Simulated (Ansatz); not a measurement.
A nudged elastic band was laid between two geometries of C₃H₁₂N₂Si (18 atoms, charge 0, multiplicity 1).

Method: RKS r2SCANh-D4/6-31G* in Ansatz.

```json
{"movable images": "5", "climbing image": "yes", "spring": "5.0 eV/Å²", "optimiser": "quadratic models (default)", "start path": "through a guess of the saddle point", "force threshold": "0.05 eV/Å", "iteration limit": "29", "end points": "relaxed"}
```

Initial state:

```xyz
18
Properties=species:S:1:pos:R:3
C -1.912 -2.003 -0.130
C -0.789 -1.142 0.440
C -0.527 0.125 -0.381
Si 0.869 1.179 0.314
N 1.062 2.496 -0.785
N 2.419 0.437 0.463
H -2.854 -1.443 -0.164
H -1.680 -2.321 -1.152
H -2.079 -2.903 0.473
H 0.134 -1.735 0.494
H -1.031 -0.865 1.475
H -0.287 -0.148 -1.419
H -1.449 0.724 -0.434
H 0.518 1.507 1.734
H 0.253 2.897 -1.239
H 1.756 3.204 -0.589
H 2.664 -0.068 1.301
H 2.894 0.068 -0.349
```

Final state:

```xyz
18
Properties=species:S:1:pos:R:3
C -2.158 -1.747 -0.181
C -1.314 -0.571 0.304
C 0.105 -0.571 -0.280
Si 1.216 0.796 0.384
N 0.480 2.282 -0.094
N 2.842 0.865 -0.186
H -2.252 -1.735 -1.272
H -1.695 -2.699 0.101
H -3.167 -1.725 0.245
H -1.260 -0.590 1.401
H -1.825 0.365 0.042
H 0.585 -1.535 -0.059
H 0.054 -0.502 -1.377
H 1.380 0.552 1.854
H -0.527 2.363 -0.116
H 0.906 3.154 0.190
H 3.562 0.321 0.266
H 3.033 0.988 -1.171
```

Which bonds break or form, and what moves?

No bond is made or broken. The dihedral H13–C3–Si4–N6 goes from -179 to -58°.

What energy profile does the band end with?

It converged. The highest image is number 3 of 0 to 6, 1.7 kcal/mol above the first end and 1.5 kcal/mol above the last; the last end lies 0.2 kcal/mol above the first. A vibrational analysis at the climbing image gives one clearly imaginary mode, 49i cm⁻¹: a first-order saddle point.

```json
{"image": "0", "path coordinate (Å)": "0.00", "energy (kcal/mol)": "0.0", "dihedral H13–C3–Si4–N6 (°)": "-179"}
{"image": "1", "path coordinate (Å)": "1.20", "energy (kcal/mol)": "0.4", "dihedral H13–C3–Si4–N6 (°)": "-157"}
{"image": "2", "path coordinate (Å)": "2.39", "energy (kcal/mol)": "1.2", "dihedral H13–C3–Si4–N6 (°)": "-139"}
{"image": "3", "path coordinate (Å)": "3.59", "energy (kcal/mol)": "1.7", "dihedral H13–C3–Si4–N6 (°)": "-115"}
{"image": "4", "path coordinate (Å)": "4.60", "energy (kcal/mol)": "1.4", "dihedral H13–C3–Si4–N6 (°)": "-95"}
{"image": "5", "path coordinate (Å)": "5.62", "energy (kcal/mol)": "0.5", "dihedral H13–C3–Si4–N6 (°)": "-75"}
{"image": "6", "path coordinate (Å)": "6.63", "energy (kcal/mol)": "0.2", "dihedral H13–C3–Si4–N6 (°)": "-58"}
```

What is the geometry of the highest image?


```xyz
18
Properties=species:S:1:pos:R:3
C -2.110 -1.877 -0.121
C -1.115 -0.920 0.528
C -0.171 -0.261 -0.489
Si 1.083 0.910 0.292
N 0.712 2.480 -0.343
N 2.726 0.476 -0.020
H -2.743 -1.353 -0.846
H -1.586 -2.675 -0.659
H -2.764 -2.345 0.622
H -0.524 -1.459 1.280
H -1.663 -0.144 1.081
H 0.383 -1.043 -1.026
H -0.761 0.269 -1.250
H 0.997 0.780 1.781
H -0.243 2.701 -0.590
H 1.189 3.300 0.006
H 3.403 0.509 0.727
H 3.150 0.664 -0.918
```

What are the harmonic wavenumbers there?

49i, 88, 130, 154, 232, 263, 280, 299, 329, 346, 395, 428, 685, 691, 776, 790, 808, 825, 896, 903, 924, 979, 1037, 1066, 1102, 1249, 1261, 1355, 1387, 1435, 1491, 1521, 1532, 1540, 1626, 1633, 2198, 3038, 3046, 3053, 3077, 3099, 3134, 3136, 3591, 3605, 3694, 3713 cm⁻¹.

Run time: 6.3 min on 2 threads of Arm Neoverse V2, on a shared host, peak memory 0.34 GiB.
